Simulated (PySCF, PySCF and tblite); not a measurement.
One step of a conformer study of C₇H₁₄, numbered as in [CH3:1][CH:2]1[CH2:3][CH2:4][CH2:5][CH2:6][CH2:7]1: PySCF 2.14.0, density-fitted response routines, PBE0/def2-TZVP single-point energy, gas phase; conformer with 6-ring chair (C1 axial).

The 6-ring runs over atoms 2–3–4–5–6–7.

Input:

```
{"job": {"xc": "PBE0", "basis": "def2-TZVP", "kind": "sp"}, "charge": 0, "multiplicity": 1}
C      1.928730     0.452450     0.558030
C      1.038625    -0.627518    -0.051047
C     -0.049342    -1.103676     0.920433
C     -1.151698    -0.068204     1.128385
C     -1.768067     0.359103    -0.200053
C     -0.703867     0.859193    -1.171741
C      0.396476    -0.180072    -1.370870
H      2.726289     0.747185    -0.142173
H      1.367561     1.363950     0.815868
H      2.409398     0.092556     1.481379
H      1.687582    -1.492712    -0.273582
H      0.404592    -1.381821     1.886543
H     -0.503721    -2.025742     0.515285
H     -1.927074    -0.473988     1.798605
H     -0.740921     0.818832     1.642153
H     -2.287292    -0.506854    -0.650312
H     -2.537737     1.131491    -0.038415
H     -0.268604     1.797486    -0.784913
H     -1.159920     1.114620    -2.142247
H      1.171112     0.205813    -2.054805
H     -0.041045    -1.065146    -1.866994
```

Launched as:

```sh
OMP_NUM_THREADS=1 python ens_run.py task.json out
```

Output (atoms count from 0 there):

```
coarse grid: 16288 points
cycle   1  E = -274.8973133198  dE =  5.712e-01  |g| = 4.696e-01  |ddm| = 3.097e+00
cycle   2  E = -274.8635617396  dE =  3.375e-02  |g| = 6.054e-01  |ddm| = 1.001e+00
cycle   3  E = -274.9578029720  dE = -9.424e-02  |g| = 5.666e-02  |ddm| = 6.174e-01
cycle   4  E = -274.9584282517  dE = -6.253e-04  |g| = 2.177e-02  |ddm| = 6.419e-02
cycle   5  E = -274.9585288747  dE = -1.006e-04  |g| = 6.532e-03  |ddm| = 1.866e-02
cycle   6  E = -274.9585386831  dE = -9.808e-06  |g| = 6.817e-04  |ddm| = 4.830e-03
final grid: 153664 points
cycle   7  E = -274.9435295677  dE = -1.437e-04  |g| = 9.748e-03  |ddm| = 1.953e-01
cycle   8  E = -274.9435169135  dE =  1.265e-05  |g| = 1.199e-02  |ddm| = 2.590e-02
cycle   9  E = -274.9435530962  dE = -3.618e-05  |g| = 1.158e-03  |ddm| = 1.055e-02
cycle  10  E = -274.9435533956  dE = -2.994e-07  |g| = 2.933e-04  |ddm| = 1.836e-03
cycle  11  E = -274.9435534131  dE = -1.742e-08  |g| = 1.106e-04  |ddm| = 3.707e-04
cycle  12  E = -274.9435534159  dE = -2.808e-09  |g| = 1.356e-05  |ddm| = 1.213e-04
cycle  13  E = -274.9435534159  dE = -4.729e-11  |g| = 3.644e-06  |ddm| = 2.663e-05
converged SCF energy = -274.9435534159
```

It took 23 s on 1 thread of Arm Neoverse V2, shared host (rough), peak memory 1.1 GiB, launched as `OMP_NUM_THREADS=1 python ens_run.py task.json out`.
